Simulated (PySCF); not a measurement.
# Polarisability and C₆ of Sr²¹⁺ (strontium, charge +21)

[Ne] 3s2 3p5, 2P determinant. All numbers are calculated (PySCF 2.14, the non-relativistic Hamiltonian (point nucleus), in an even-tempered Gaussian basis (17 s from 2.1 bohr⁻², ratio 2.5; 11 p from 2.7 bohr⁻², ratio 2.5; 5 d from 14 bohr⁻², ratio 2.7; 4 f from 21 bohr⁻², ratio 2.7)). Coupled (time-dependent) response in atomic units; α is the mean over directions.

| method | mean α (bohr³) | α xx, yy, zz | C₆ (like pair) | S(−4) |
| --- | --- | --- | --- | --- |
| UHF | 0.03846 | 0.05931, 0.02804, 0.02804 | 0.007613 | 0.001895 |
| PBE0 | 0.03886 | 0.05975, 0.02842, 0.02842 | 0.007626 | 0.002154 |

S(−4) is the Cauchy moment in α(ω) = α(0) + S(−4) ω² + …

Spin-orbit coupling is absent.

α(iu) at UHF:

```csv
u (hartree),α(iu) (bohr³)
0,0.03846
0.700,0.03758
1.40,0.03536
2.80,0.02978
4.20,0.02476
5.60,0.02070
7.00,0.01748
10.5,0.01217
14.0,0.009192
21.0,0.006183
35.0,0.003822
```

A single London oscillator, α(iu) = α/(1 + u²/ω²), gives C₆ = (3/4) ω α². Matching the computed C₆ needs ω = 4 × 0.007613 / (3 × 0.03846²) = 6.86 hartree.

For an ion, C₆ is the dispersion term alone; charge-induced terms of lower order in 1/R come first.

The components differ because the open shell of this determinant is not spherical; for a pure term their mean is the scalar polarisability.

A non-relativistic calculation at this Z misses sizeable relativistic shifts. Spin-orbit coupling, absent here, splits the open shell strongly.
